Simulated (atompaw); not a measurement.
**An all-electron radial function and its pseudo partner (Au)**

Columns: radius, all-electron u(r) and pseudo u(r) of the 5d shell (level -10.96 eV) of gold in the configuration [Xe] 4f14 5d10 6s0.5 6p0; PBE, scalar-relativistic, PAW (atompaw) scheme, atompaw 4.2.0.5.

```
r (bohr)  all-electron  pseudo
   0.115        0.2723  0.0022
   0.231       -0.1699  0.0170
   0.346       -0.4134  0.0532
   0.462       -0.2600  0.1158
   0.577        0.0471  0.2031
   0.692        0.3473  0.3114
   0.808        0.5816  0.4331
   0.923        0.7365  0.5532
   1.038        0.8247  0.6581
   1.154        0.8623  0.7379
   1.269        0.8638  0.7891
   1.385        0.8415  0.8125
   1.500        0.8048  0.8014
   1.615        0.7599  0.7599
   1.731        0.7105  0.7105
   1.846        0.6603  0.6603
   1.962        0.6102  0.6102
   2.077        0.5623  0.5623
   2.192        0.5167  0.5167
   2.308        0.4735  0.4735
   2.423        0.4334  0.4334
   2.538        0.3963  0.3963
   2.654        0.3616  0.3616
   2.769        0.3300  0.3300
   2.885        0.3007  0.3007
   3.000        0.2740  0.2740
```

Question: How many radial nodes do the two functions have?

Answer: The all-electron 5d function has n − l − 1 = 2; the pseudo-wave has 0, since the states of the same l below it are removed with the core.

Question: At about which radius was the pseudo-wave matched?

Answer: 1.60 bohr, where the columns begin to agree (steps of 0.12 bohr).

Question: Is the pseudo-wave norm-conserving?

Answer: No, it belongs to a PAW set: the norm inside the radius is not constrained, and the difference is carried by the augmentation charge.
